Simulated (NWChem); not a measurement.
Correlation energy of C$_{2}$H$_{4}$N

```xyz
7

C     -1.2992     0.2369     0.0000
N     -0.1052     0.4817     0.0000
C      1.0466    -0.3813     0.0000
H     -1.8602    -0.7242     0.0000
H      1.6644    -0.1633    -0.8843
H      1.6644    -0.1633     0.8843
H      0.7834    -1.4552     0.0000
```
Charge 0, spin multiplicity 2.

Program: NWChem. The geometry was optimised at UPBE0/def2-SVP, a minimum by its harmonic frequencies.

Basis set: cc-pVDZ. Each correlation energy counts from its own Hartree-Fock reference.

The correlated methods keep 3 core orbitals frozen. The structure started from a generated list of species. The unpaired electrons of the parent sit in orbitals of symmetry a' (Cs labels of the run); other states weren't searched. No SCF solution was tested for a lower state. Open-shell Hartree-Fock references start from PBE0 orbitals. Coupled-cluster values serve here as a point of comparison, not as the truth.

Question: For the correlation energy, CCSD on UHF gives -450.1 mHa and CCSD[T] on UHF gives -467.2 mHa. What do SCS-UMP2, URI-MP2, CCSD(T) on UHF give?

Answer: SCS-UMP2: -405.3 mHa; URI-MP2: -410.4 mHa; CCSD(T) on UHF: -465.7 mHa.
